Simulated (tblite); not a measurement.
Compound: C4H11F3OSi2.
Atom-mapped SMILES: `[CH3:1][Si@H:2]([SiH3:3])[CH2:4][O:5][CH2:6][C:7]([F:8])([F:9])[F:10]` (hydrogens: H11, H12, H13 on C1; H14 on Si2; H15, H16, H17 on Si3; H18, H19 on C4; H20, H21 on C6)

Computed geometry: GFN2-xTB, gas phase.

**Question.** Give the optimised bond lengths and angles.

**Answer.** 
```json
{"bond": "C1–Si2", "length (Å)": "1.909"}
{"bond": "Si2–Si3", "length (Å)": "2.319"}
{"bond": "Si2–C4", "length (Å)": "1.920"}
{"bond": "C4–O5", "length (Å)": "1.427"}
{"bond": "O5–C6", "length (Å)": "1.389"}
{"bond": "C6–C7", "length (Å)": "1.535"}
{"bond": "C7–F8, C7–F10", "length (Å)": "1.339"}
{"bond": "C7–F9", "length (Å)": "1.344"}
{"bond": "C1–H11, C1–H12, C1–H13", "length (Å)": "1.087"}
{"bond": "Si2–H14", "length (Å)": "1.474"}
{"bond": "Si3–H15, Si3–H16, Si3–H17", "length (Å)": "1.467"}
{"bond": "C4–H18", "length (Å)": "1.097"}
{"bond": "C4–H19", "length (Å)": "1.094"}
{"bond": "C6–H20", "length (Å)": "1.102"}
{"bond": "C6–H21", "length (Å)": "1.094"}
```

Bonds in one row agree within 0.01 Å and their mean is given. A selection of angles:
```json
{"angle": "C1–Si2–Si3", "degrees": "114.0"}
{"angle": "C1–Si2–C4", "degrees": "106.0"}
{"angle": "Si3–Si2–C4", "degrees": "107.7"}
{"angle": "Si2–C4–O5", "degrees": "104.8"}
{"angle": "C4–O5–C6", "degrees": "115.4"}
{"angle": "O5–C6–C7", "degrees": "113.7"}
{"angle": "C6–C7–F8", "degrees": "113.0"}
{"angle": "C6–C7–F9", "degrees": "110.6"}
{"angle": "F8–C7–F9", "degrees": "106.0"}
{"angle": "F8–C7–F10", "degrees": "106.9"}
```

Dihedral angles: C1–Si2–C4–O5 172° (antiperiplanar); Si2–C4–O5–C6 -171° (antiperiplanar); C4–O5–C6–C7 -68° (synclinal); O5–C6–C7–F8 83° (synclinal).

Si2 (SiH silicon) is distorted tetrahedral (angles from 105.7° to 115.1°). Of the pairs four or more bonds apart, F8···H19 is among the closest relative to their van der Waals radii: 2.52 Å, 95 % of the sum of Bondi's values. Si3 (SiH3 silicon) is distorted tetrahedral (angles from 105.7° to 114.1°). The 2 C–O bonds span 1.389 Å (O5–C6, drawn single) to 1.427 Å (C4–O5, drawn single), a spread of 0.038 Å.

Point group: C1 (no symmetry element, even within 0.4 Å). GFN2-xTB frequencies show an imaginary mode (21i cm⁻¹), so the point is no minimum at that level.

Hardware: Arm Neoverse V1, one thread (shared host). Cost: 1.1 s of wall time. This is the geometry optimisation.
